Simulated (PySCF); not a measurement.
Ge(OH)2(OSiH3)2, SMILES [OH][Ge]([OH])([O][SiH3])[O][SiH3] (GFN2-xTB optimised geometry):

```
15

O     -1.227     0.353    -4.070
Ge    -1.138    -0.133    -2.431
O     -2.531    -1.047    -2.057
O      0.246    -1.085    -2.148
Si     0.892    -2.018    -0.973
O     -1.052     1.264    -1.443
Si    -0.524     1.803     0.000
H     -0.493     0.862    -4.411
H     -3.326    -0.801    -2.530
H      1.094    -1.213     0.237
H      0.004    -3.147    -0.700
H      2.144    -2.399    -1.623
H      0.942     1.803     0.000
H     -1.094     3.147     0.000
H     -1.039     0.953     1.076
```

Computed with PySCF with PBE0/def2-TZVP.

Task: What are the frontier orbital energies and the dipole moment?

Result: HOMO-2 -9.06 eV, HOMO-1 -8.83 eV, HOMO -8.68 eV, LUMO -0.52 eV, LUMO+1 0.58 eV; dipole moment 0.74 D.

On the same geometry PBE/def2-TZVP (PySCF) gives HOMO-2 -7.56 eV, HOMO-1 -7.27 eV, HOMO -7.18 eV, LUMO -1.42 eV, LUMO+1 -0.30 eV; dipole moment 0.70 D.

Meta-Löwdin charges at PBE0/def2-TZVP: O1 -0.75, Ge2 1.59, O3 -0.74, O4 -0.83, Si5 0.76, O6 -0.84, Si7 0.76, H8 0.36, H9 0.36, H10 -0.12, H11 -0.11, H12 -0.10, H13 -0.12, H14 -0.11, H15 -0.12.
